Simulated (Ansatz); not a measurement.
A series at Ge: from `[Cl][GeH3]`, ligands are replaced one by one, each step taking up H–F and setting free H₂; n counts the steps. Ansatz, PBE0-D4/def2-TZVP geometries.

| n | molecule | HOMO energy, ωB97M-V/def2-TZVPP (eV) |
| --- | --- | --- |
| 0 | `[Cl][GeH3]` | -11.02 |
| 1 | `[F][GeH2][Cl]` | ? |
| 2 | `[F][GeH]([F])[Cl]` | -12.28 |
| 3 | `[F][Ge]([F])([F])[Cl]` | -12.97 |

**Question.** By hand: fit a straight line y = ȳ + b (n − n̄) to the 3 given rows and predict n = 1.

**Answer.** n̄ = 1.667, ȳ = -12.090; Σ(n − n̄)(y − ȳ) = -3.020, Σ(n − n̄)² = 4.667, so b = -0.647 eV a step. Prediction: -12.090 + (-0.647) × (-0.667) = -11.66 eV.

**Question.** By hand: compare with the computed value, -11.46 eV, and give the steps along the whole series.

**Answer.** The line misses by 0.20 eV (computed minus predicted). Steps: -0.44, -0.82, -0.69 eV.

The steps differ by up to 0.38 eV without a steady trend. The highest orbital can change its character along such a series. The miss is 10.3 % of the series' range.
